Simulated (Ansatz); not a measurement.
HClSi, charge -1, doublet, at a GFN2-xTB geometry (a state made from the parent by changing its charge; the spin is typed, not shown lowest) (a gas-phase anion, which may not be bound at this level); SVWN5/def2-SV(P) (Ansatz, a quantum-chemistry and plane-wave program).

Here is a job for Ansatz.
Ansatz 0.2 input:
```yaml
crystal:
  periodic: [false, false, false]
  atoms:
    - {symbol: Si, position_ang: [1.01104949, -0.27343022, 0.88647386]}
    - {symbol: H, position_ang: [1.94589771, -0.44022613, -0.29605972]}
    - {symbol: Cl, position_ang: [-0.94709357, 0.25107349, -0.71262201]}
basis:
  gaussian:
    orbitals: def2-SV_P_.json
    final_grid: {core_spheres: 6, valence_spheres: 12, degree: 29}
hamiltonian:
  xc: {name: SVWN5}
total_charge: -1
magnetization: {spin_polarized: true, initial_magnetization: 1}
```
The basis file holds def2-SV(P) in the JSON format of the Basis Set Exchange.

The log (banner, timings and long lists left out):

```
Functional definition: SVWN5
441 factors; their error is unknown
mean field evaluation 1: about -20333.5937 eV, gradient 2.4e1 eV
mean field evaluation 2: about -20329.7209 eV, gradient 3.4e1 eV
mean field evaluation 4: about -20337.8734 eV, gradient 1.9e0 eV
mean field evaluation 8: about -20337.8605 eV, gradient 3.5e-2 eV
mean field evaluation 16: about -20335.9122 eV, gradient 3.8e0 eV
mean field -20337.86054966 eV, -747.4025897030 hartree, gradient 1.4e-5 eV, S^2 0.752121; 0 other end points of the search recorded, 0 dependent functions left out
reference -20337.86057232 eV, -747.4025905359 hartree; 17, 16 occupied and 21, 22 virtual orbitals, 441 factors
Total energy: -20337.86057232 eV, -747.4025905359 hartree
```
